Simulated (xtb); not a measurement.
CHF$_{2}$ (SMILES F[CH-]F), charge -1, singlet, from a rough starting geometry.

The xtb input:
```
$ xtb mol.xyz --gfn 2 --chrg -1 --opt vtight --json

# file mol.xyz
4

C     -0.27770755    -0.07038338     0.22100258
F     -0.25454995     1.09753095    -0.55541599
F     -0.24331903    -1.16180706    -0.56107493
H      0.72664787    -0.01790158     0.86768310
```

Question: Predict the total energy at the end of the optimisation from GFN2-xTB (xtb).

Answer: -12.2508 Eh

Question: What HOMO-LUMO gap does GFN2-xTB give?

Answer: 8.66 eV
